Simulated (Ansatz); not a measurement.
Start from `CO[Si](O)(F)F` and change one atom or group to get `O[Si](F)(F)CCl`.

Ansatz, PBE0-D4/def2-TZVP geometries, multiplicity 1. Each molecule was computed in one conformer, which needn't be the lowest.

```json
{"property": "HOMO energy (PBE0/def2-TZVPP) / eV", "`CO[Si](O)(F)F`": "-9.08"}
{"property": "HOMO–LUMO gap (PBE/def2-TZVPP) / eV", "`CO[Si](O)(F)F`": "7.01"}
{"property": "LUMO energy (ωB97M-V/def2-TZVPP) / eV", "`CO[Si](O)(F)F`": "2.10"}
{"property": "HOMO–LUMO gap (B3LYP/def2-TZVPP) / eV", "`CO[Si](O)(F)F`": "9.00"}
{"property": "LUMO energy (B3LYP/def2-TZVPP) / eV", "`CO[Si](O)(F)F`": "0.17"}
{"property": "ideal-gas entropy at 298 K and 1 bar (rigid rotor, harmonic PBE0-D4/def2-TZVP) / J/(mol·K)", "`CO[Si](O)(F)F`": "369"}
```

Problem. What does the change do to each property? (Estimate.)

Solution. Ansatz gave: 
```json
{"property": "HOMO energy (PBE0/def2-TZVPP) / eV", "`O[Si](F)(F)CCl`": "-8.73", "shift": "0.35"}
{"property": "HOMO–LUMO gap (PBE/def2-TZVPP) / eV", "`O[Si](F)(F)CCl`": "6.13", "shift": "-0.88"}
{"property": "LUMO energy (ωB97M-V/def2-TZVPP) / eV", "`O[Si](F)(F)CCl`": "1.93", "shift": "-0.17"}
{"property": "HOMO–LUMO gap (B3LYP/def2-TZVPP) / eV", "`O[Si](F)(F)CCl`": "8.11", "shift": "-0.89"}
{"property": "LUMO energy (B3LYP/def2-TZVPP) / eV", "`O[Si](F)(F)CCl`": "-0.37", "shift": "-0.54"}
{"property": "ideal-gas entropy at 298 K and 1 bar (rigid rotor, harmonic PBE0-D4/def2-TZVP) / J/(mol·K)", "`O[Si](F)(F)CCl`": "364", "shift": "-5"}
```

With PBE0 the HOMO rises by 0.35 eV and the LUMO falls by 0.65 eV, so the gap narrows by about 1.00 eV. PBE moves the HOMO by 0.11 eV and ωB97M-V by 0.52 eV. The zero-point energy changes by -36.9 kJ/mol with -3 modes.

B3LYP here is the variant with VWN-RPA as its local correlation; programs differ in this.
